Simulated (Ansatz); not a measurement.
System: borotrithioic acid, sum formula BH₃S₃, charge 0, multiplicity 1. SMILES: SB(S)S
Coordinates optimised at B3LYP-D3(BJ)/def2-TZVP (Ansatz, a quantum-chemistry and plane-wave program):
```
B
S 1 1.8077
H 2 1.3430 1 98.84
S 1 1.8101 2 126.14 3 0.00
H 4 1.3419 1 97.96 2 0.00
S 1 1.8132 2 118.77 3 -180.00
H 6 1.3437 1 97.31 2 0.00
```

Property: vertical triplet-singlet gap (E(triplet) - E(singlet); each state is the SCF solution reached for its spin), in kcal/mol. Cores are frozen in the correlated levels unless marked. UHF or UKS for open shells. Spin-orbit coupling is left out. No relativistic terms. CBS(X,Y): correlation extrapolated as X^-3; Hartree-Fock from the larger set. [CCSD(T)-MP2]/basis is that difference in the basis named.

```csv
level,program,vertical triplet-singlet gap (kcal/mol),minus last row
HF/aug-cc-pV(D+d)Z,Ansatz,116.0,-5.9
HF/aug-cc-pV(Q+d)Z,Ansatz,113.9,-8.0
SVWN5/def2-TZVPD,Ansatz,105.9,-16.0
PBE/def2-TZVPD,Ansatz,103.7,-18.2
r2SCAN/def2-TZVPD,Ansatz,106.7,-15.2
B3LYP/def2-TZVPD,Ansatz,110.2,-11.7
PBE0/def2-TZVPD,Ansatz,110.4,-11.5
BHLYP/def2-TZVPD,Ansatz,116.9,-5.0
CAM-B3LYP/def2-TZVPD,Ansatz,115.5,-6.4
wB97X-V/def2-TZVPD,Ansatz,120.9,-1.0
B2PLYP/def2-TZVPD,Ansatz,116.5,-5.4
MP2/aug-cc-pV(D+d)Z,Ansatz,128.8,6.9
RI-MP2/aug-cc-pV(Q+d)Z,Ansatz,128.0,6.1
"RI-MP2/CBS(aug-cc-pV(T+d)Z,aug-cc-pV(Q+d)Z)",Ansatz,128.4,6.5
SCS-MP2/aug-cc-pV(D+d)Z,Ansatz,129.3,7.4
SCS-MP2/aug-cc-pV(T+d)Z,Ansatz,128.8,6.9
CCSD/aug-cc-pV(D+d)Z,Ansatz,122.5,0.6
CCSD/aug-cc-pV(T+d)Z,Ansatz,121.5,-0.4
CCSD(T)/aug-cc-pV(T+d)Z,Ansatz,121.1,-0.8
"RI-MP2/CBS(aug-cc-pV(T+d)Z,aug-cc-pV(Q+d)Z)+[CCSD(T)-MP2]/aug-cc-pV(D+d)Z",Ansatz,121.9,0.0
"RI-MP2/CBS(aug-cc-pV(T+d)Z,aug-cc-pV(Q+d)Z)+[CCSD(T)-MP2]/aug-cc-pV(T+d)Z",Ansatz,121.9,0.0
```
